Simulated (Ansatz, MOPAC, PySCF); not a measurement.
Dimer: HF (SMILES F) (first 2 atoms) with H2 (SMILES [H][H]); geometry from B3LYP-D3(BJ)/def2-TZVP.
(charge 0, multiplicity 1):
```xyz
4

F     -0.0821     0.1939    -0.5040
H     -0.0694     0.0989     0.4177
H     -0.0910    -0.4597     2.3092
H      0.0080     0.2767     2.3797
```

Counterpoise-corrected where a basis set is named; no monomer relaxation. Rows marked so take none.

Correlated levels freeze the cores. CBS(a, b) extrapolates the correlation energy as X⁻³ and adds the Hartree–Fock energy of set b. Rows in 6-311+G**, 6-31G*, STO-3G carry no dispersion term and start afresh at each structure (6-31G* with six Cartesian d functions). MP2/6-31G* freezes PySCF's default core. The state that AM1, PM7 reach isn't checked; PM7 holds dispersion and hydrogen-bond terms.

Programs: Ansatz (a program for electronic structure) with Gaussian orbitals; MOPAC for AM1, PM7 (differences of heats of formation); PySCF for 6-311+G** rows, 6-31G* rows, STO-3G rows, the dispersion terms. 

Other levels give for the interaction energy: PBE/def2-TZVPPD -1.42; B3LYP/def2-TZVPPD -0.95; B3LYP-D3(BJ)/def2-TZVPPD -1.26; wB97M-V/def2-TZVPPD -1.09; CCSD(T)/CBS(aug-cc-pVTZ, aug-cc-pVQZ) -1.08 kcal/mol.

Task: What do these common cheap choices give for the same quantity: AM1, PM7, HF/STO-3G (no counterpoise), B3LYP/6-31G*, B3LYP/6-311+G** (no counterpoise), M06-2X/6-31G* (no counterpoise), MP2/6-31G*, MP2/6-31G* (no counterpoise)?

Result: AM1 -0.51; PM7 -0.59; HF/STO-3G (no counterpoise) 2.06; B3LYP/6-31G* -0.07; B3LYP/6-311+G** (no counterpoise) -0.89; M06-2X/6-31G* (no counterpoise) -0.27; MP2/6-31G* 0.69; MP2/6-31G* (no counterpoise) 0.30 kcal/mol. They span -0.89 to 2.06 kcal/mol.
